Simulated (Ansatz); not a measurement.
One change: `C[SiH2]C1[SiH2][SiH2]1` becomes `NC1[SiH2][SiH2]1`.

Ansatz, PBE0-D4/def2-TZVP geometries, multiplicity 1. Each molecule was computed in one conformer, which needn't be the lowest.

```json
{"property": "size of the dipole moment (ωB97M-V/def2-TZVPP) / D", "`C[SiH2]C1[SiH2][SiH2]1`": "1.61"}
{"property": "LUMO energy (PBE/def2-TZVPP) / eV", "`C[SiH2]C1[SiH2][SiH2]1`": "-2.01"}
{"property": "size of the dipole moment (PBE/def2-TZVPP) / D", "`C[SiH2]C1[SiH2][SiH2]1`": "1.48"}
{"property": "size of the dipole moment (B3LYP/def2-TZVPP) / D", "`C[SiH2]C1[SiH2][SiH2]1`": "1.56"}
{"property": "HOMO–LUMO gap (PBE0/def2-TZVPP) / eV", "`C[SiH2]C1[SiH2][SiH2]1`": "5.18"}
{"property": "HOMO energy (PBE0/def2-TZVPP) / eV", "`C[SiH2]C1[SiH2][SiH2]1`": "-6.36"}
```

What does the change do to each property? (An estimate is asked.)

Computed: 
```csv
property,`NC1[SiH2][SiH2]1`,shift
size of the dipole moment (ωB97M-V/def2-TZVPP) / D,1.34,-0.27
LUMO energy (PBE/def2-TZVPP) / eV,-0.98,1.03
size of the dipole moment (PBE/def2-TZVPP) / D,1.48,0.00
size of the dipole moment (B3LYP/def2-TZVPP) / D,1.38,-0.18
HOMO–LUMO gap (PBE0/def2-TZVPP) / eV,6.07,0.89
HOMO energy (PBE0/def2-TZVPP) / eV,-6.25,0.11
```

With PBE0 the HOMO rises by 0.11 eV and the LUMO rises by 1.01 eV, so the gap widens by about 0.90 eV. PBE moves the HOMO by 0.31 eV and ωB97M-V by 0.03 eV. Dipoles are sizes alone; their direction can turn.

B3LYP here is the variant with VWN-RPA as its local correlation; programs differ in this.
